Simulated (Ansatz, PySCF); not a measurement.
The pair A = CH4 (SMILES C) (first 5 atoms), B = H2S (SMILES S); geometry from B3LYP-D3(BJ)/def2-TZVP.
(charge 0, multiplicity 1):
```tsv
atom	x (Å)	y (Å)	z (Å)
C	-0.0080	-0.0567	0.1689
H	-0.8535	0.2177	0.7981
H	-0.2160	0.2255	-0.8621
H	0.8882	0.4591	0.5116
H	0.1503	-1.1334	0.2223
S	0.4347	-0.0863	4.1048
H	0.3720	1.0218	3.3502
H	0.4538	-0.8845	3.0262
```

Cores are frozen in the correlated methods. CBS(a, b) extrapolates the correlation energy as X⁻³ and adds the Hartree–Fock energy of set b.

The values were computed with Ansatz (a first-principles code) with Gaussian orbitals; PySCF for the dispersion terms. Values without a source in brackets are computed.

The monomers are drawn apart, rigid, along the line of their centres of mass. Counterpoise-corrected interaction energies (kcal/mol):

| level | R = 5.111 Å | R = 6.315 Å |
|---|---|---|
| PBE-D3(BJ)/def2-TZVPPD | -0.3483 | -0.0807 |
| wB97M-V/def2-TZVPPD | -0.2365 | -0.0645 |
| CCSD(T)/CBS(aug-cc-pV(D+d)Z, aug-cc-pV(T+d)Z) | -0.2520 | -0.0665 |

### Question
R is the distance of the centres of mass. Find the local exponent m of E ∝ R⁻ᵐ between the two points.

### Answer

m = ln(E₁/E₂)/ln(R₂/R₁): PBE-D3(BJ)/def2-TZVPPD 6.9; wB97M-V/def2-TZVPPD 6.1; CCSD(T)/CBS(aug-cc-pV(D+d)Z, aug-cc-pV(T+d)Z) 6.3. For scale, two fixed dipoles give m = 3, dipole and quadrupole 4, quadrupoles 5, and dispersion or dipole-induced dipole 6 at long range; at these distances several terms mix, and what is left of overlap and damping shifts m, so it need not match one of them.
